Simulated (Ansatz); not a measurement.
Geometry optimisation, RKS PBE-D4/def2-SVP (Ansatz 0.2.0).

Input file:

```yaml
crystal:
  periodic: [false, false, false]
  atoms:
    - { symbol: F, position_ang: [-1.3543, -1.4886, 1.3609] }
    - { symbol: Si, position_ang: [-0.929, -0.4038, 0.1122] }
    - { symbol: Al, position_ang: [0.463, 1.2665, 0.9796] }
    - { symbol: Cl, position_ang: [-2.5402, 0.5121, -0.7365] }
    - { symbol: As, position_ang: [0.2105, -1.6087, -1.5352] }
    - { symbol: H, position_ang: [0.0859, 2.8198, 0.8762] }
    - { symbol: H, position_ang: [1.8969, 0.8525, 1.6967] }
    - { symbol: H, position_ang: [0.7741, -0.276, -2.1989] }
    - { symbol: H, position_ang: [1.4815, -1.7201, -0.5719] }
basis:
  gaussian: { orbitals: def2-SVP }
hamiltonian:
  xc: pbe
  dispersion: d4
relax:
  f_tol: 0.015
  max_steps: 40
```

Run as:

```bash
$ ansatz run input.yaml --threads 2 --pin off --max-ram 3072MiB --backend cpu --events-out ev --progress --plain --runs-dir out
```

Problem. Where does it end, and by what steps?

Solution. The run ended unconverged. The force dipped under the threshold on the way, but the program's further checks kept it going. After 39 steps the energy has fallen by 0.312 eV; H7 moved furthest, 2.12 Å.

```json
{"step": "0", "energy less start (eV)": "0.0000", "largest force component (eV/Å)": "1.526", "accepted": "yes"}
{"step": "2", "energy less start (eV)": "-0.2069", "largest force component (eV/Å)": "1.294", "accepted": "yes"}
{"step": "4", "energy less start (eV)": "-0.2816", "largest force component (eV/Å)": "0.086", "accepted": "yes"}
{"step": "6", "energy less start (eV)": "-0.2866", "largest force component (eV/Å)": "0.045", "accepted": "yes"}
{"step": "8", "energy less start (eV)": "-0.2889", "largest force component (eV/Å)": "0.126", "accepted": "yes"}
{"step": "10", "energy less start (eV)": "-0.2901", "largest force component (eV/Å)": "0.211", "accepted": "no"}
{"step": "12", "energy less start (eV)": "-0.2941", "largest force component (eV/Å)": "0.059", "accepted": "yes"}
{"step": "14", "energy less start (eV)": "-0.2955", "largest force component (eV/Å)": "0.064", "accepted": "yes"}
{"step": "16", "energy less start (eV)": "-0.2970", "largest force component (eV/Å)": "0.035", "accepted": "yes"}
{"step": "18", "energy less start (eV)": "-0.2975", "largest force component (eV/Å)": "0.040", "accepted": "yes"}
{"step": "20", "energy less start (eV)": "-0.2982", "largest force component (eV/Å)": "0.048", "accepted": "yes"}
{"step": "22", "energy less start (eV)": "-0.2985", "largest force component (eV/Å)": "0.036", "accepted": "yes"}
{"step": "24", "energy less start (eV)": "-0.2988", "largest force component (eV/Å)": "0.011", "accepted": "yes"}
{"step": "26", "energy less start (eV)": "-0.2991", "largest force component (eV/Å)": "0.033", "accepted": "yes"}
{"step": "28", "energy less start (eV)": "-0.2995", "largest force component (eV/Å)": "0.053", "accepted": "yes"}
{"step": "30", "energy less start (eV)": "-0.2994", "largest force component (eV/Å)": "0.181", "accepted": "no"}
{"step": "32", "energy less start (eV)": "-0.3007", "largest force component (eV/Å)": "0.113", "accepted": "yes"}
{"step": "34", "energy less start (eV)": "-0.3023", "largest force component (eV/Å)": "0.105", "accepted": "yes"}
{"step": "36", "energy less start (eV)": "-0.3040", "largest force component (eV/Å)": "0.182", "accepted": "yes"}
{"step": "38", "energy less start (eV)": "-0.3083", "largest force component (eV/Å)": "0.061", "accepted": "yes"}
{"step": "39", "energy less start (eV)": "-0.3121", "largest force component (eV/Å)": "0.184", "accepted": "yes"}
```

```xyz
9
Properties=species:S:1:pos:R:3
F -0.886 -1.785 1.296
Si -0.526 -0.578 0.233
Al 0.517 1.397 1.227
Cl -2.323 0.521 -0.103
As -0.032 -1.612 -1.867
H 1.237 2.405 0.214
H 0.308 1.727 2.794
H 0.376 -0.229 -2.409
H 1.417 -1.892 -1.401
```

Time of the run: 120 s on 2 threads of Intel(R) Xeon(R) Platinum 8259CL CPU @ 2.50GHz (Skylake/Cascade Lake) (shared host), peak memory 0.2 GiB.
